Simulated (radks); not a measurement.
Initial-state core-level shifts of the promethium ion Pm3+ when its valence configuration changes from [Xe] 4f4. Method: Dirac Kohn-Sham, PBE, spin-unpolarised, spherical densities, finite nucleus; open shells fill j = l - 1/2 first; Fermi nuclear charge, rms radius 4.962 fm; computed with a radial shooting solver on a logarithmic mesh with Libxc functionals. Shifts are changes of the shell-averaged eigenvalues in eV (positive: less bound); the change of the density at the nucleus, which sets a Mossbauer isomer shift, is in e/bohr^3, on a base of 4.927e+05.

\begin{tabular}{lrrrrr}
valence & 3s & 3p & 4p & 4d & density at nucleus \\ \hline
4f2 5d2 & -20.397 & -20.333 & -17.769 & -16.848 & +62.60 \\
4f1 5d3 & -32.135 & -32.031 & -27.544 & -26.071 & +99.75 \\
4f2 5d1 6p1 & -24.794 & -24.730 & -22.068 & -21.142 & +72.01 \\
4f3 6s1 & -12.957 & -12.929 & -11.786 & -11.365 & +84.29 \\
5d3 6p1 & -49.430 & -49.279 & -42.275 & -40.200 & +150.33 \\
4f1 5d2 6p1 & -36.690 & -36.585 & -31.975 & -30.494 & +109.51 \\
4f1 5d1 6p2 & -41.349 & -41.244 & -36.479 & -34.987 & +120.85 \\
4f1 5d1 6s2 & -39.646 & -39.542 & -34.791 & -33.305 & +229.77 \\
4f1 6p3 & -46.332 & -46.227 & -41.271 & -39.761 & +132.06 \\
\end{tabular}
